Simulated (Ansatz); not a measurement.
Cost and result for the atomization energy of `O=C[NH][GeH2][OH]` (10 atoms, 9 bonds).

```xyz
10

O    -0.983    0.964   -1.671
C    -1.385    0.026   -1.026
N    -0.647   -0.617   -0.085
Ge    1.115   -0.128    0.266
O     1.178    1.378    1.192
H    -2.402   -0.389   -1.157
H    -1.083   -1.400    0.375
H     1.635   -1.304    1.112
H     1.880    0.137   -1.022
H     0.691    1.333    2.017
```

Charge 0, multiplicity 1. Correlated methods include outer-core shells of Ge, which these sets cover unevenly. Scalar relativity is left out up to krypton. All single points use the PBE0-D4/def2-TZVP geometry. It is one conformer, not always the lowest. Program: Ansatz. All runs use 4 threads of an Intel Xeon 6975P-C on a shared host. Times are those of one run each, without the atoms' runs, and a repeat can differ threefold. Electronic energies, without spin–orbit coupling; frozen cores. CCSD(T)/CBS adds CCSD(T) − MP2 in def2-TZVPP to the MP2 limit, and its time is that of the two runs behind it. T1 = 0.014. With those shells the extrapolation isn't a true limit. B3LYP takes the VWN-RPA correlation (the form of Gaussian; ORCA's B3LYP/G). HSE06 is the plane-wave form, built on full-range PBE exchange.

CCSD(T)/CBS is a level of theory with its own doubt, some kJ/mol a heavy atom from the limit and from the frozen cores, so smaller differences don't rank the functionals.

```tsv
level	functions	atomization (kJ/mol)	difference from CCSD(T)/CBS	per bond
MP2/def2-QZVPP	467	3733.1	46.7	5.2
LDA (SPW92)/def2-TZVPP	242	4317.8	631.4	70.2
ωB97X-V/def2-TZVPP	242	3697.3	10.9	1.2
B2PLYP/def2-TZVPP	242	3641.2	-45.2	-5.0
CCSD(T)/def2-SVP	113	3431.9	-254.5	-28.3
HSE06-D4/def2-TZVPP	242	3665.3	-21.1	-2.3
CCSD(T)/CBS(def2)	–	3686.4	0.0	0.0
CCSD(T)/def2-TZVPP	242	3580.7	-105.7	-11.7
BHLYP-D4/def2-TZVPP	242	3506.2	-180.2	-20.0
B3LYP-D4/def2-TZVPP (with forces)	242	3670.7	-15.7	-1.7
B97M-V/def2-TZVPP	242	3689.4	3.0	0.3
PBE-D4/def2-TZVPP (with forces)	242	3781.4	95.0	10.6
r2SCANh-D4/def2-TZVPP	242	3641.8	-44.6	-4.9
```

Order the runs by time, with rough figures. (An estimate is asked.)

The calculation gave: LDA (SPW92)/def2-TZVPP 0.7 s; PBE-D4/def2-TZVPP (with forces) 1.2 s; BHLYP-D4/def2-TZVPP 1.8 s; HSE06-D4/def2-TZVPP 1.9 s; r2SCANh-D4/def2-TZVPP 2.4 s; B3LYP-D4/def2-TZVPP (with forces) 2.4 s; B2PLYP/def2-TZVPP 3 s; ωB97X-V/def2-TZVPP 3.7 s; B97M-V/def2-TZVPP 4 s; CCSD(T)/def2-SVP 4.5 s; MP2/def2-QZVPP 13 s; CCSD(T)/def2-TZVPP 53 s; CCSD(T)/CBS(def2) 66 s.

At CCSD(T), def2-SVP lies −254.4 kJ/mol from the extrapolated value and def2-TZVPP −105.6 kJ/mol: correlation converges slowly with the basis, and small sets miss more of it in the bonded molecule than in its fragments. In def2-TZVPP, CCSD(T) changes the Hartree–Fock value by +1134.5 kJ/mol (the triples alone add +74.5 kJ/mol) and MP2 by +1224.3 kJ/mol; breaking electron pairs costs correlation energy, which Hartree–Fock lacks. Leaving LDA and LC-ωPBE aside and taking each functional with its dispersion term where it has one, the values spread over 275.2 kJ/mol, from BHLYP-D4 to PBE-D4. LDA lies +555.8 kJ/mol from PBE without D4, its usual overbinding.

For some Ge, Se and Sn compounds the MP2-based and the directly extrapolated limit differ by 10 to 25 kJ/mol.
